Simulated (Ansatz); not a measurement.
Consider the substitution at a C–C bond: `CCC(C)Br` + `OC(F)F` → `CCOC(F)F` + `CCBr`.

Program: Ansatz. Geometries: PBE0-D4/def2-TZVP. ΔE: electronic, gas phase. CBS: MP2 limit from def2 TZ/QZ plus the TZ coupled-cluster correction, frozen cores. For Br outer-core shells are correlated without core-valence functions, which leaves a few kJ/mol of doubt a bond. Scalar relativity is left out up to krypton. Each species was taken in one conformer, which may not be the lowest.

`CCC(C)Br`:

```xyz
14

C     0.029    0.557   -1.870
C     0.066    0.678   -0.359
C    -0.082   -0.630    0.390
C    -0.177   -0.456    1.885
Br    1.439   -1.819   -0.011
H     0.089    1.541   -2.339
H     0.862   -0.045   -2.237
H    -0.899    0.084   -2.204
H    -0.758    1.319   -0.022
H     0.990    1.168   -0.035
H    -0.938   -1.190    0.009
H    -1.055    0.154    2.124
H     0.708    0.052    2.275
H    -0.275   -1.414    2.395
```

`OC(F)F`:

Z-matrix (Å, degrees):
```
C
F 1 1.355
F 1 1.355 2 105.7
O 1 1.346 2 111.4 3 -121.2
H 1 1.091 2 109.4 3 117.7
H 4 0.966 1 108.8 2 58.9
```

`CCOC(F)F`:

Z-matrix (Å, degrees):
```
C
C 1 1.505
H 1 1.092 2 109.9
H 1 1.091 2 110.8 3 -120.0
H 1 1.091 2 110.6 3 119.7
O 2 1.425 1 108.1 3 -179.8
H 2 1.095 1 111.1 3 -59.7
H 2 1.098 1 111.0 3 60.6
C 6 1.348 2 114.2 1 -173.8
F 9 1.338 6 107.7 2 171.3
F 9 1.361 6 111.2 2 -71.4
H 9 1.099 6 113.7 2 49.7
```

`CCBr`:

Z-matrix (Å, degrees):
```
C
C 1 1.506
H 1 1.091 2 111.3
H 1 1.095 2 109.4 3 119.6
H 1 1.091 2 111.3 3 -120.9
Br 2 1.950 1 111.6 3 60.4
H 2 1.088 1 112.5 3 178.6
H 2 1.088 1 112.5 3 -57.7
```

```json
{"species": "`CCC(C)Br`", "CCSD(T)/CBS(def2) energy (Eh)": "-2730.96533"}
{"species": "`OC(F)F`", "CCSD(T)/CBS(def2) energy (Eh)": "-314.01610"}
{"species": "`CCOC(F)F`", "CCSD(T)/CBS(def2) energy (Eh)": "-392.52276"}
{"species": "`CCBr`", "CCSD(T)/CBS(def2) energy (Eh)": "-2652.43806"}
```

(1) Work out ΔE.

Largest T1 diagnostic among the species: 0.012.

Results:

(1) ΔE = (-392.52276) + (-2652.43806) − (-2730.96533) − (-314.01610) = 0.02061 Eh = +54.1 kJ/mol.

In def2-TZVPP, CCSD(T) changes the Hartree–Fock value by +20.6 kJ/mol (the triples alone add +2.4 kJ/mol) and MP2 by +29.0 kJ/mol. From BLYP to BHLYP (50 % exact exchange), in def2-TZVPP and without D4, ΔE moves by +4.2 kJ/mol.
